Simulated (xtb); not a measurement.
CH8Ge2, SMILES [GeH3][CH2][GeH3]. All values are semi-empirical tight-binding results from xtb (GFN2-xTB unless named), good for trends rather than for accurate numbers. Coordinates come from a GFN2-xTB optimisation.

Optimised geometry:

Bonds (Å): Ge1–C2 1.964, Ge1–H4 1.499, Ge1–H5 1.494, Ge1–H6 1.494, C2–Ge3 1.964, C2–H7 1.090, C2–H8 1.090, Ge3–H9 1.494, Ge3–H10 1.494, Ge3–H11 1.499. Bond angles (°): C2–Ge1–H4 110.8, C2–Ge1–H5 111.4, C2–Ge1–H6 111.5, H4–Ge1–H5 107.6, H4–Ge1–H6 107.7, H5–Ge1–H6 107.6, Ge1–C2–Ge3 112.3, Ge1–C2–H7 109.4, Ge1–C2–H8 109.3, Ge3–C2–H7 109.3, Ge3–C2–H8 109.4, H7–C2–H8 107.0, C2–Ge3–H9 111.5, C2–Ge3–H10 111.5, C2–Ge3–H11 110.8, H9–Ge3–H10 107.6, H9–Ge3–H11 107.6, H10–Ge3–H11 107.6.
Charge 0, spin multiplicity 1.

For metal compounds this method's bond lengths and energies can be far off.

Problem. Estimate the properties. (Estimate from the structure and the level; the computed values follow.)

Solution. 
| Quantity | Value |
|---|---|
| point group as xtb finds it | C2v |
| orbital gap | 7.78 eV |
| zero-point energy | 44.0 kcal/mol |
| G − E(el) at 298.15 K (modified RRHO) | 24.4 kcal/mol |

Problem. Give the atomic charges and the Wiberg bond orders between heavy atoms. (The exact figures need the calculation; the answer reports its results.)

Solution. charges (e) Ge1 0.10, C2 -0.13, Ge3 0.10, H4 -0.03, H5 -0.02, H6 -0.02, H7 0.04, H8 0.04, H9 -0.02, H10 -0.02, H11 -0.03. Bond orders Ge1–C2 0.91, C2–Ge3 0.91.
